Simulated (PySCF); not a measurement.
# Does the structure fit the spectrum?

A compound C$_{5}$H$_{2}$F$_{4}$ gives the data below (simulated from a calculation) and was assigned the structure `FC(F)=C(F)C1=C(F)C1`.

13C{1H} NMR (computed): δ 140.0 (CH), 132.3 (C), 130.2 (CH), 129.4 (C), 103.5 (C).

1H NMR (400 MHz, computed): δ 8.36 (m, 1H), 7.04 (m, 1H).

- shieldings: GIAO PBE0/pcSseg-1
- GFN2-xTB structure
- code: PySCF 2.14
- fast rotation and ring inversion assumed for equivalent nuclei, non-relativistic Hamiltonian, single conformer, no solvent model

Referencing at the same level of theory: TMS for 1H and 13C.

Problem. Compare with the shifts computed for the proposed structure, pairing carbons in order of shift.

Solution. Atoms are numbered as in `[F:1][C:2]([F:3])=[C:4]([F:5])[C:6]1=[C:7]([F:8])[CH2:9]1` (H(Xn): hydrogen on atom n).

```json
{"atom": "C2", "computed for proposal": "172.9", "given list": "140.0", "difference": "+32.9"}
{"atom": "C7", "computed for proposal": "156.9", "given list": "132.3", "difference": "+24.6"}
{"atom": "C4", "computed for proposal": "131.6", "given list": "130.2", "difference": "+1.4"}
{"atom": "C6", "computed for proposal": "73.8", "given list": "129.4", "difference": "-55.6"}
{"atom": "C9", "computed for proposal": "25.1", "given list": "103.5", "difference": "-78.4"}
```

The rms difference is 46.8 ppm and the largest -78.4 ppm at C9 (three-membered-ring carbon). The carbon types in order of shift don't match either: C, C, C, C, CH2 for the proposal against CH, C, CH, C, C in the data. The proposal doesn't fit.

Problem. Which isomer fits?

Solution. `F/C=C1C=C\1C(F)(F)F`.

1. Carbon types of the structure: 3 × C, 2 × CH, which accounts for all hydrogens.
2. δC 140.0, 130.2: alkene CH; the olefinic region.
3. δC 132.3, 103.5: fully substituted alkene carbon; an sp2 carbon of a C=C bond.
4. δC 129.4: CF3 carbon; 3 electronegative neighbours deshield it.
5. δH 8.36, 7.04: hydrogen on an alkene CH.

The shifts were computed for this structure.

Splittings by 19F in the carbon and heteronuclear signals aren't shown, as no couplings were computed. Shifts are as computed. Against solution values, carbons near 30 ppm lie about +3 ppm off and those near 130 ppm about +5 ppm. Of 1211 compounds with measured shifts, 218 miss one by over three times the rms of a fit or turn the order of signals round; such compounds aren't used in these exercises. Multiplicities follow the n + 1 count of equivalent neighbours, as no J values were calculated; m marks all less simple cases, F and P coupling included.
